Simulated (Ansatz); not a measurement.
Mulliken charges of H$_{4}$HfO$_{2}$Se$_{2}$, SMILES `[OH][Hf]([OH])([SeH])[SeH]` from r2SCAN/def2-TZVPP in Ansatz (PBE0-D4/def2-TZVP geometry).

| atom | x (Å) | y (Å) | z (Å) | charge (e) |
| --- | --- | --- | --- | --- |
| O1 | -1.927 | -0.368 | 0.398 | -0.434 |
| Hf2 | -0.064 | -0.115 | 0.125 | 0.933 |
| O3 | 1.084 | -1.140 | 1.239 | -0.434 |
| Se4 | 0.278 | -0.706 | -2.378 | -0.298 |
| Se5 | 0.633 | 2.337 | 0.609 | -0.298 |
| H6 | -2.801 | -0.534 | 0.739 | 0.197 |
| H7 | 1.497 | -1.798 | 1.790 | 0.197 |
| H8 | 1.724 | -0.479 | -2.220 | 0.068 |
| H9 | -0.425 | 2.804 | -0.302 | 0.068 |

Problem. By hand: the dipole of these point charges (1 e Å = 4.8032 D).

Solution. Σ q r = (-0.134, -0.240, 0.260) e Å, of length 0.378 e Å = 1.82 D.

Problem. How does the dipole of the full density compare? (Best estimate.)

Solution. Ansatz gave: (-0.255, -0.455, 0.494) e Å, 3.45 D; the point charges give 0.53 times that, at 0° from its direction.

Point charges leave out the atoms' own dipoles, such as those of lone pairs, and Mulliken's split depends on the basis, so the two needn't agree.
